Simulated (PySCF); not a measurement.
Isomers of C4H9N3SSi2, mass 187.006 u with the commonest isotopes. The calculation used PBE0/pcSseg-1 in PySCF (dipole) on a GFN2-xTB geometry, gas phase. One conformer each, none proved a minimum here; rigid rotors.

Task: Order these by rotational constant B, largest first.
A. `[CH3:1][NH:2][Si@@:3]([C:4]#[N:5])([SiH2:6][C:7]#[N:8])[S:9][CH3:10]` with C1–N2–Si3–C4 -62°, N2–Si3–Si6–C7 -9°, N2–Si3–S9–C10 60°
B. `[CH3:1][S:2][Si@@:3]([NH2:4])([CH2:5][C:6]#[N:7])[SiH2:8][C:9]#[N:10]` with C1–S2–Si3–N4 170°, S2–Si3–N4–H 13° and 159°, S2–Si3–C5–C6 -161°, S2–Si3–Si8–C9 -72°
C. `[CH3:1][S:2][Si@:3]([NH2:4])([C:5]#[N:6])[SiH2:7][CH2:8][C:9]#[N:10]` with C1–S2–Si3–N4 58°, S2–Si3–N4–H -70° and 80°, S2–Si3–Si7–C8 -59°, Si3–Si7–C8–C9 -49°

Result: B (736.4 MHz), C (581.0 MHz), A (552.7 MHz).

Task: Order these by dipole moment, largest first.
A. `[CH3:1][NH:2][Si@@:3]([C:4]#[N:5])([SiH2:6][C:7]#[N:8])[S:9][CH3:10]` with C1–N2–Si3–C4 -62°, N2–Si3–Si6–C7 -9°, N2–Si3–S9–C10 60°
B. `[CH3:1][S:2][Si@@:3]([NH2:4])([CH2:5][C:6]#[N:7])[SiH2:8][C:9]#[N:10]` with C1–S2–Si3–N4 170°, S2–Si3–N4–H 13° and 159°, S2–Si3–C5–C6 -161°, S2–Si3–Si8–C9 -72°
C. `[CH3:1][S:2][Si@:3]([NH2:4])([C:5]#[N:6])[SiH2:7][CH2:8][C:9]#[N:10]` with C1–S2–Si3–N4 58°, S2–Si3–N4–H -70° and 80°, S2–Si3–Si7–C8 -59°, Si3–Si7–C8–C9 -49°
D. `[CH3:1][S:2][Si@:3]([NH2:4])([C:5]#[N:6])[CH2:7][SiH2:8][C:9]#[N:10]` with C1–S2–Si3–N4 52°, S2–Si3–N4–H -73° and 75°, S2–Si3–C7–Si8 -57°, Si3–C7–Si8–C9 -51°

Result: B (3.70 D), A (2.91 D), C (2.62 D), D (2.10 D).

Task: Order these by rotational constant A, smallest first.
A. `[CH3:1][S:2][Si@:3]([NH2:4])([C:5]#[N:6])[CH2:7][SiH2:8][C:9]#[N:10]` with C1–S2–Si3–N4 52°, S2–Si3–N4–H -73° and 75°, S2–Si3–C7–Si8 -57°, Si3–C7–Si8–C9 -51°
B. `[CH3:1][S:2][Si@@:3]([NH2:4])([CH2:5][C:6]#[N:7])[SiH2:8][C:9]#[N:10]` with C1–S2–Si3–N4 170°, S2–Si3–N4–H 13° and 159°, S2–Si3–C5–C6 -161°, S2–Si3–Si8–C9 -72°
C. `[CH3:1][NH:2][Si@@:3]([C:4]#[N:5])([SiH2:6][C:7]#[N:8])[S:9][CH3:10]` with C1–N2–Si3–C4 -62°, N2–Si3–Si6–C7 -9°, N2–Si3–S9–C10 60°

Result: B (821.9 MHz), C (1104 MHz), A (1158 MHz).

```
                    SMILES  point group  Ia (u·Å²)  Ib (u·Å²)  Ic (u·Å²)      κ  μa (D)  μb (D)  μc (D)
CN[Si@@](C#N)([SiH2]C#N)SC           C1     457.60     914.35     982.00  -0.87    1.66    1.25    2.04
 CS[Si@](N)(C#N)C[SiH2]C#N           C1     436.33     919.67     998.09  -0.87    1.59    0.68    1.18
 CS[Si@](N)(C#N)[SiH2]CC#N           C1     440.06     869.91     983.53  -0.79    2.04    0.70    1.50
CS[Si@@](N)(CC#N)[SiH2]C#N           C1     614.91     686.31     960.54   0.42    1.33    3.25    1.18
```
